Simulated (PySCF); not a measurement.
Spinor energies of P (phosphorus, neutral)

Start: [Ne] 3s1 3p4; 3s1/2 filled at m_j = +1/2; 3p1/2 filled at m_j = +1/2; 3p3/2 filled at m_j = -1/2, +1/2, +3/2. Calculated with PySCF 2.14 in x2c-TZVPall-2c with one added diffuse shell each of s, p type (6s7p2d1f, 44 functions): generalised Hartree-Fock with the X2C-1e Hamiltonian and a Gaussian nucleus; one run each with spin-orbit coupling (SO) switched off, then screened by Boettger's factors. This is a chosen level, not necessarily the ground level.

```json
{"spinor shell": "1s1/2", "electrons": "2", "ε, spin-free (eV)": "-2183.9", "ε, screened SO (eV)": "-2183.8", "weight of nominal j (screened SO)": "1.000", "rms radius, screened SO (bohr)": "0.120"}
{"spinor shell": "2s1/2", "electrons": "2", "ε, spin-free (eV)": "-207.03", "ε, screened SO (eV)": "-207.02", "weight of nominal j (screened SO)": "1.000", "rms radius, screened SO (bohr)": "0.561"}
{"spinor shell": "2p1/2", "electrons": "2", "ε, spin-free (eV)": "-148.89", "ε, screened SO (eV)": "-149.91", "weight of nominal j (screened SO)": "0.804", "rms radius, screened SO (bohr)": "0.538"}
{"spinor shell": "2p3/2", "electrons": "4", "ε, spin-free (eV)": "-148.89", "ε, screened SO (eV)": "-148.37", "weight of nominal j (screened SO)": "0.902", "rms radius, screened SO (bohr)": "0.540"}
{"spinor shell": "3s1/2", "electrons": "1", "ε, spin-free (eV)": "-24.503", "ε, screened SO (eV)": "-24.492", "weight of nominal j (screened SO)": "1.000", "rms radius, screened SO (bohr)": "2.01"}
{"spinor shell": "3p3/2", "electrons": "3", "ε, spin-free (eV)": "-10.510", "ε, screened SO (eV)": "-11.889", "weight of nominal j (screened SO)": "0.663", "rms radius, screened SO (bohr)": "2.41"}
{"spinor shell": "3p1/2", "electrons": "1", "ε, spin-free (eV)": "-10.510", "ε, screened SO (eV)": "-6.367", "weight of nominal j (screened SO)": "0.662", "rms radius, screened SO (bohr)": "3.04"}
```

```csv
quantity,spin-free,screened SO
E (hartree),-341.23116,-341.23207
M_J,5/2,5/2
⟨J²⟩,8.809,8.809
⟨L²⟩,2.004,2.004
⟨S²⟩,3.805,3.804
```

Each row is a mean over spinors that exchange with the open shell spreads, by up to 1.484 eV (2p3/2).

Rows whose weight is well below 1 are mixtures of j = l ± 1/2: exchange outweighs spin-orbit coupling there, and the label is only the starting occupation.

⟨J²⟩ departs a little from M_J(M_J + 1) because the unrestricted spinors polarise the closed shells.

Without spin-orbit coupling the j labels of p, d and f shells carry no meaning; the spin-free column gives the mean over the occupied spinors of each nl shell.
